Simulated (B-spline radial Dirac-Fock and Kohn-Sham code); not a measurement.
Elastic and transport cross sections of mercury for electrons

These are calculated numbers from a radial finite-basis atomic code; the model is relativistic (Dirac) partial waves in the static field of the Dirac-Fock atom with Furness-McCarthy exchange, without polarisation or absorption potentials. σ_tr1 and σ_tr2 weight the cross section with 1 − P₁ and 1 − P₂ of cos θ; "backward" is the share scattered beyond 90°.

```csv
energy (eV),σ (a₀²),σ_tr1 (a₀²),σ_tr2 (a₀²),σ/σ_tr1,backward (%)
5100,4.26,0.416,0.529,10.2,3.4
5490,4.10,0.377,0.492,10.9,3.1
6180,3.86,0.322,0.436,12.0,2.8
6780,3.67,0.284,0.396,13.0,2.5
8970,3.16,0.192,0.291,16.4,1.9
9060,3.14,0.190,0.287,16.6,1.9
9930,2.99,0.167,0.259,17.9,1.7
10000,?,?,?,?,?
10800,2.85,0.148,0.234,19.3,1.6
11800,2.72,0.130,0.211,20.8,1.4
12200,2.67,0.124,0.203,21.5,1.4
20000,2.01,0.0604,0.109,33.3,0.78
24300,1.79,0.0452,0.0842,39.7,0.62
26900,1.69,0.0388,0.0735,43.5,0.55
30000,1.58,0.0329,0.0635,48.0,0.48
44100,1.25,0.0184,0.0374,68.2,0.30
44700,1.24,0.0180,0.0367,69.0,0.29
49200,1.17,0.0156,0.0321,75.3,0.26
50000,1.16,0.0152,0.0313,76.5,0.26
100000,0.768,0.00527,0.0117,146,0.11
105000,0.746,0.00489,0.0109,153,0.10
107000,0.738,0.00475,0.0106,155,0.097
114000,0.712,0.00431,0.00969,165,0.090
155000,0.601,0.00270,0.00623,223,0.060
158000,0.595,0.00262,0.00606,227,0.058
200000,0.528,0.00183,0.00432,288,0.042
300000,0.440,0.000998,0.00241,441,0.024
```

Question: Fill in the row for 10 keV.

Answer: σ = 2.98 a₀², σ_tr1 = 0.165 a₀², σ_tr2 = 0.257 a₀², σ/σ_tr1 = 18.0, backward 1.7 %. The ratio σ/σ_tr1 is roughly the number of elastic collisions that randomise the direction.
